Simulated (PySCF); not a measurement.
## Unknowns

- PBE0/pcSseg-1 with gauge-including orbitals
- structure optimised with GFN2-xTB
- run in PySCF 2.14.0 with density-fitted response routines
- isolated molecule, single conformer, non-relativistic Hamiltonian, one averaged value for each set of equivalent atoms

Scale: 1H, 13C vs TMS (reference shieldings calculated alike). Splittings of carbon signals by F and P are missing where no couplings were computed. Where no couplings were computed, multiplicities follow the n + 1 count of equivalent neighbours, and m marks all less simple cases (inequivalent or close neighbours, rings, F or P nearby). Shifts are as computed. Against solution values, carbons near 30 ppm lie about +3 ppm off and those near 130 ppm about +5 ppm. Of 1211 compounds with measured shifts, 218 miss one by over three times the rms of a fit or turn the order of signals round; such compounds aren't used in these exercises.

(1) C8H13N. 1H NMR (300 MHz, computed): δ 5.86 (m, 2H), 3.68 (m, 4H), 2.97 (m, 1H), 2.04 (m, 2H), 2.00 (m, 2H), 1.89 (m, 1H), 1.86 (m, 1H). 13C{1H} NMR (computed): δ 135.1 (CH), 63.1 (CH2), 60.5 (CH), 28.6 (CH2), 14.9 (CH2). Identify the compound.

(2) C6H10OSi. 1H NMR (300 MHz, computed): δ 6.89 (m, 1H), 6.67 (m, 1H), 6.12 (d, 1H), 5.68 (m, 1H), 5.54 (m, 1H), 5.06 (s, 3H), 4.55 (m, 1H), 4.39 (m, 1H). 13C{1H} NMR (computed): δ 164.6, 144.8, 140.2, 136.6, 127.1, 97.3. Identify the compound.

(3) C6H6FNO. 1H NMR (300 MHz, computed): δ 7.71 (m, 1H), 1.65 (m, 1H), 1.07 (m, 2H), 0.52 (m, 2H). 13C{1H} NMR (computed): δ 181.7 (C), 151.9 (CH), 105.2 (C), 11.9 (CH2), 5.7 (CH). What is it?

Answers

(1) SMILES C1=CCN(C2CCC2)C1. The formula gives 3 degrees of unsaturation (2 rings in the answer). 5 carbon signals for 8 carbons: some carbons are equivalent by symmetry or fast rotation. Carbon types of the structure: 3 × CH, 5 × CH2, which accounts for all hydrogens. δC 135.1: alkene CH; the olefinic region. δC 63.1: allylic sp3 CH2 bonded to N; deshielded by the electronegative neighbour. δC 60.5: sp3 CH bonded to N; pulled downfield by the heteroatom. δH 3.68: hydrogen on an allylic sp3 CH2 bonded to N; its carbon carries N, an electronegative neighbour.

The shifts were computed for this structure.

(2) SMILES C=C/C=C/C(=C)O[SiH3]. The formula gives 3 degrees of unsaturation (no ring in the answer). 6 carbon signals for 6 carbons: no two carbons are equivalent. Carbon types of the structure: 1 × C, 3 × CH, 2 × CH2, leaving 3 H on heteroatoms. δC 164.6: alkene carbon bearing oxygen; an sp2 carbon further deshielded by the attached heteroatom. δC 144.8, 140.2, 136.6: alkene CH; an sp2 carbon of a C=C bond. δC 127.1: terminal =CH2 carbon; as expected for a trigonal carbon in a double bond. δC 97.3: β carbon of an enol-ether or enamine type C=C; the O or N lone pair pushes π density onto this β carbon and shields it.

This is the structure that produced the data.

(3) SMILES Fc1oncc1C1CC1. The formula gives 4 degrees of unsaturation (2 rings in the answer). 5 carbon signals for 6 carbons: some carbons are equivalent by symmetry or fast rotation. Carbon types of the structure: 2 × C, 2 × CH, 2 × CH2, which accounts for all hydrogens. δC 181.7: aromatic carbon bearing fluorine; an ipso carbon deshielded by its heteroatom. δC 151.9: aromatic CH next to a ring nitrogen; the adjacent pyridine-type nitrogen withdraws density from it. δC 105.2: substituted aromatic carbon. δC 11.9, 5.7: three-membered-ring carbon; carbons of three-membered rings are unusually shielded.

The shifts were computed for this structure.
